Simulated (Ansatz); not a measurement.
Total energies of SiH2Me(NHMe) (C2H9NSi) from Ansatz at r2SCAN-D4/def2-TZVP, gas phase (1 Eh = 27.2114 eV = 2625.5 kJ/mol). The reference geometry is relaxed at PBE0-D4/def2-SVP.

Cartesian coordinates in Å:
```
Si 0.510 -0.203 0.655
H 0.198 0.688 1.818
H 0.590 -1.605 1.203
C 2.167 0.215 -0.114
H 2.976 0.099 0.623
H 2.179 1.252 -0.483
H 2.391 -0.455 -0.960
N -0.729 0.046 -0.532
C -2.143 0.033 -0.249
H -0.504 -0.210 -1.487
H -2.604 -0.976 -0.259
H -2.328 0.459 0.751
H -2.703 0.658 -0.966
```

```json
{"state": "charge 0 singlet", "geometry": "reference", "energy (Eh)": "-425.84587"}
{"state": "charge 1 doublet", "geometry": "reference", "energy (Eh)": "-425.53131"}
{"state": "free Si atom (triplet)", "geometry": "–", "energy (Eh)": "-289.34121"}
{"state": "free H atom (doublet)", "geometry": "–", "energy (Eh)": "-0.49993"}
{"state": "free C atom (triplet)", "geometry": "–", "energy (Eh)": "-37.83292"}
{"state": "free N atom (quartet)", "geometry": "–", "energy (Eh)": "-54.58101"}
```

Q: Work out the vertical ionisation energy to the doublet.

A: E(charge 1 doublet) − E(charge 0 singlet) = -425.53131 − (-425.84587) = 0.31456 Eh = 8.56 eV. For comparison, −ε of the highest occupied level is 5.51 eV at this level, 3.05 eV less.

Q: What is the binding energy per atom against free atoms?

A: Atoms: 1 × (-289.34121) + 9 × (-0.49993) + 2 × (-37.83292) + 1 × (-54.58101) = -424.08743 Eh. Binding: -424.08743 − (-425.84587) = 1.75844 Eh = 47.85 eV, or 3.68 eV for each of 13 atoms (no zero-point energy, no counterpoise term).
